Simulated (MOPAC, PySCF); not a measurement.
CH₂OS, SMILES `OC=S` (H–O–C–S torsion 0°), neutral singlet in the gas phase. 

Cartesian coordinates (Å):
SMILES: OC=S
```xyz
5

O      0.9810     0.1747     0.2565
C     -0.3322     0.2020     0.1021
S     -1.2134    -0.8350    -0.7650
H      1.3195    -0.5832    -0.2470
H     -0.7549     1.0415     0.6534
```
Charge 0, spin multiplicity 1.

All levels are single points at this geometry (PBE0-D3(BJ)/def2-TZVP); Pople sets use spherical d functions. Orbital energies aren't observables, and empty levels follow the basis.

```csv
level,HOMO (eV),LUMO (eV),gap (eV),dipole (D),"vertical IE, Delta-SCF (eV)"
PBE-D3(BJ)/def2-TZVP in PySCF,-5.80,-2.63,3.17,1.51,–
PBE0-D3(BJ)/def2-TZVP in PySCF,-7.03,-1.70,5.34,1.53,–
B3LYP/6-311+G** in PySCF,-6.92,-2.05,4.87,1.41,–
B3LYP/6-31G* in PySCF,-6.63,-1.64,4.99,1.72,9.50
B3LYP/LANL2DZ in PySCF,-6.89,-1.92,4.97,1.42,–
BP86/6-31G* in PySCF,-5.74,-2.47,3.27,1.78,–
PBE/6-31G* in PySCF,-5.64,-2.37,3.26,1.79,9.43
SVWN5/6-31G* in PySCF,-5.76,-2.55,3.21,1.73,9.67
HF/3-21G in PySCF,-9.97,2.24,12.21,1.77,–
HF/6-31G* in PySCF,-9.80,2.35,12.15,1.80,8.43
HF/STO-3G in PySCF,-6.44,6.41,12.85,0.99,–
AM1 in MOPAC,-9.24,-0.90,8.34,2.27,–
PM7 in MOPAC,-9.32,-1.22,8.10,1.55,–
```
